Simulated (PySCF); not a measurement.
## Dipole response of Sr⁺ (strontium, charge +1)

[Kr] 5s1, 2S determinant. Calculation: PySCF 2.14, in x2c-TZVPPall with one added diffuse shell each of s, p, d, f type (9s7p7d3f1g, 95 functions); scalar relativity by spin-free X2C-1e. Coupled (time-dependent) response in atomic units; α is the mean over directions.

```tsv
method	mean α (bohr³)	C₆ (like pair)	S(−4)
wB97X-V	106.9	969.0	9867
```

S(−4) is the Cauchy moment in α(ω) = α(0) + S(−4) ω² + …

α(iu) at wB97X-V:

```json
{"u (hartree)": "0", "α(iu) (bohr³)": "106.9"}
{"u (hartree)": "0.0500", "α(iu) (bohr³)": "87.08"}
{"u (hartree)": "0.100", "α(iu) (bohr³)": "56.97"}
{"u (hartree)": "0.200", "α(iu) (bohr³)": "26.31"}
{"u (hartree)": "0.300", "α(iu) (bohr³)": "15.81"}
{"u (hartree)": "0.500", "α(iu) (bohr³)": "8.835"}
{"u (hartree)": "0.750", "α(iu) (bohr³)": "5.796"}
{"u (hartree)": "1.00", "α(iu) (bohr³)": "4.233"}
{"u (hartree)": "1.50", "α(iu) (bohr³)": "2.546"}
{"u (hartree)": "2.00", "α(iu) (bohr³)": "1.679"}
{"u (hartree)": "3.00", "α(iu) (bohr³)": "0.8715"}
{"u (hartree)": "5.00", "α(iu) (bohr³)": "0.3551"}
```

For an ion, C₆ is the dispersion term alone; charge-induced terms of lower order in 1/R come first.
